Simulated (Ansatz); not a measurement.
Ansatz (an electronic-structure program) input (PBE/LANL2DZ): The .json file is the Basis Set Exchange's LANL2DZ.

Ansatz 0.2 input:
```yaml
crystal:
  periodic: [false, false, false]
  atoms:
    - {symbol: C, position_ang: [-2.26163600, 0.00599600, -0.66659800]}
    - {symbol: C, position_ang: [-1.17511500, -0.64352900, -0.18132500]}
    - {symbol: C, position_ang: [0.15782200, -0.30518500, -0.68231800]}
    - {symbol: Cl, position_ang: [1.36016900, 0.48665600, 0.66472700]}
    - {symbol: H, position_ang: [-3.17727400, -0.46858700, -0.24822700]}
    - {symbol: H, position_ang: [-1.17630900, -1.47493600, 0.54328700]}
    - {symbol: H, position_ang: [0.11424500, 0.46980100, -1.44108600]}
    - {symbol: H, position_ang: [0.79003300, -1.14312100, -0.97288700]}
basis:
  gaussian:
    orbitals: LANL2DZ.json
hamiltonian:
  xc: {name: PBE}
total_charge: -1
output: {forces: true}
```

Output:

```
Functional definition: PBE
integrals: 0.01 GiB planned
581 factors; integrals over basis functions are off by at most 5.1e-4 eV
mean field: 0.08 GiB planned
mean field evaluation 1: about -3568.4634 eV, gradient 4.6e1 eV
mean field evaluation 2: about -3524.4172 eV, gradient 9.3e1 eV
mean field evaluation 4: about -3575.3563 eV, gradient 1.0e1 eV
mean field evaluation 8: about -3575.7587 eV, gradient 6.6e-2 eV
mean field evaluation 16: about -3575.7138 eV, gradient 6.9e-5 eV
mean field -3575.71383029 eV, -131.4050595573 hartree, gradient 6.9e-5 eV, S^2 0.000000; 0 other end points of the search recorded, 0 dependent functions left out
the calculation of the forces begins
reference -3575.71385604 eV, -131.4050605035 hartree; 15, 15 occupied and 28, 28 virtual orbitals, 581 factors
Total energy: -3575.71385604 eV, -131.4050605035 hartree
Atom 0 at    -2.261636     0.005996    -0.666598 Å, force    -1.009856     1.341938    -1.031081 eV/Å
Atom 1 at    -1.175115    -0.643529    -0.181325 Å, force     0.894848    -0.758423     0.561368 eV/Å
Atom 2 at     0.157822    -0.305185    -0.682318 Å, force    -0.187898    -0.170894    -0.270261 eV/Å
Atom 3 at     1.360169     0.486656     0.664727 Å, force     0.657273     0.396460     0.692683 eV/Å
Atom 4 at    -3.177274    -0.468587    -0.248227 Å, force    -0.712853    -0.289874     0.222525 eV/Å
Atom 5 at    -1.176309    -1.474936     0.543287 Å, force     0.163886    -0.426660     0.398168 eV/Å
Atom 6 at     0.114245     0.469801    -1.441086 Å, force    -0.125348     0.377845    -0.396577 eV/Å
Atom 7 at     0.790033    -1.143121    -0.972887 Å, force     0.319947    -0.470391    -0.176826 eV/Å
Dipole moment:     1.003513    -0.414533     0.257558 e Å
```

The dipole moment of an ion depends on the origin.

The geometry given is a B3LYP-D3(BJ)/def2-TZVP minimum.
